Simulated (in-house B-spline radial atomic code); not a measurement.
Whole-atom quantities along the 13-electron series, configuration 1s2 2s2 2p6 3s2 3p1/2(1). Breit and QED terms are first order and not part of the total energy; the density at the nucleus is averaged over the nuclear charge. Computed with a B-spline radial code for spherical atoms: Dirac-Hartree-Fock, jj configuration that fills j = l - 1/2 first, finite nuclei.

```csv
ion,Z,E/Z² (Eh),Σ<r²> (bohr²),n(0)/Z³ (bohr⁻³),Lamb diamagnetic shielding (ppm),repulsion over attraction,Breit energy (eV),self-energy (eV),vacuum polarisation (eV)
Fe13+,26,-1.7713,2.204,0.85332,1819.62,0.094516,12.276,9.3268,-0.78437
Co14+,27,-1.7863,1.9882,0.86939,1900.05,0.091322,13.908,10.641,-0.91401
Ni15+,28,-1.8004,1.8027,0.88672,1980.78,0.088326,15.681,12.081,-1.0593
Cu16+,29,-1.8138,1.642,0.90329,2061.81,0.08551,17.6,13.652,-1.2215
Zn17+,30,-1.8265,1.5018,0.92118,2143.17,0.082859,19.672,15.362,-1.402
Ga18+,31,-1.8386,1.3788,0.93939,2224.86,0.08036,21.904,17.218,-1.6022
Ge19+,32,-1.8501,1.2702,0.95814,2306.91,0.078001,24.3,19.228,-1.8235
As20+,33,-1.8611,1.1738,0.97841,2389.33,0.075769,26.869,21.397,-2.0676
Se21+,34,-1.8717,1.0879,0.99913,2472.14,0.073656,29.615,23.735,-2.3361
Br22+,35,-1.8819,1.011,1.021,2555.34,0.071652,32.545,26.248,-2.6306
Kr23+,36,-1.8917,0.9418,1.0438,2638.97,0.069748,35.666,28.945,-2.953
Rb24+,37,-1.9012,0.87937,1.0676,2723.03,0.067938,38.984,31.834,-3.3053
Sr25+,38,-1.9103,0.82282,1.0924,2807.55,0.066215,42.505,34.922,-3.6893
Zr27+,40,-1.9277,0.72463,1.1449,2978.01,0.063006,50.187,41.734,-4.5613
Nb28+,41,-1.9361,0.68183,1.1719,3063.99,0.061509,54.36,45.475,-5.0537
Mo29+,42,-1.9442,0.64262,1.199,3150.5,0.060077,58.763,49.452,-5.5867
Tc30+,43,-1.9522,0.60658,1.2298,3237.56,0.058707,63.405,53.674,-6.1634
Ru31+,44,-1.9599,0.5734,1.2596,3325.18,0.057394,68.291,58.152,-6.786
Rh32+,45,-1.9675,0.54278,1.2926,3413.39,0.056134,73.429,62.894,-7.4576
Pd33+,46,-1.975,0.51445,1.3262,3502.21,0.054925,78.825,67.913,-8.181
Ag34+,47,-1.9823,0.4882,1.362,3591.66,0.053764,84.489,73.218,-8.9596
```

**Question.** With what power of Z does the column «vacuum polarisation (eV)» change over this range?

**Answer.** A fit of the logarithm of its size against log Z from Z = 26 to 47 has slope 4.11.
